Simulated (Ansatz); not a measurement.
Geometry optimisation, RKS PBE-D4/6-31G* in Ansatz 0.2.0.

Input file:

```yaml
crystal:
  periodic: [false, false, false]
  atoms:
    - { symbol: S, position_ang: [-1.905, -0.4285, -0.6713] }
    - { symbol: P, position_ang: [0.1206, -0.1015, -1.1925] }
    - { symbol: B, position_ang: [0.6114, 0.4335, 0.6499] }
    - { symbol: "N", position_ang: [0.7785, -1.0051, 0.1648] }
    - { symbol: H, position_ang: [-2.1494, 0.9857, -0.4828] }
    - { symbol: H, position_ang: [0.8644, 1.2692, 1.4816] }
    - { symbol: H, position_ang: [1.7408, -1.2213, 0.0045] }
basis:
  gaussian: { orbitals: "6-31G*" }
hamiltonian:
  xc: pbe
  dispersion: d4
relax:
  f_tol: 0.02
  max_steps: 50
```

Command:

```bash
$ ansatz run input.yaml --threads 1 --pin off --max-ram 2048MiB --backend cpu --events-out ev --progress --plain --runs-dir out
```

Problem. Where does it end, and by what steps?

Solution. The forces met the threshold. After 10 steps the energy has fallen by 1.227 eV; H5 moved furthest, 0.77 Å.

```tsv
step	energy less start (eV)	largest force component (eV/Å)	accepted
0	0.0000	2.632	yes
1	-0.5356	2.051	yes
2	-0.7384	2.259	yes
3	-1.0156	0.948	yes
4	-1.1307	0.577	yes
5	-1.1457	1.294	yes
6	-1.2088	0.305	yes
7	-1.2057	0.494	no
8	-1.2247	0.057	yes
9	-1.2265	0.037	yes
10	-1.2266	0.019	yes
```

```xyz
7
Properties=species:S:1:pos:R:3
S -1.929 -0.221 -1.127
P 0.218 0.127 -1.306
B 0.793 0.596 0.476
N 0.997 -0.698 0.102
H -2.185 0.423 0.048
H 0.901 1.350 1.396
H 1.266 -1.646 0.365
```

Whether the end is a true minimum wasn't checked by a vibrational analysis.

The run took 29 s on 1 thread of Arm Neoverse V1, with other jobs on the host, peak memory 0.16 GiB.
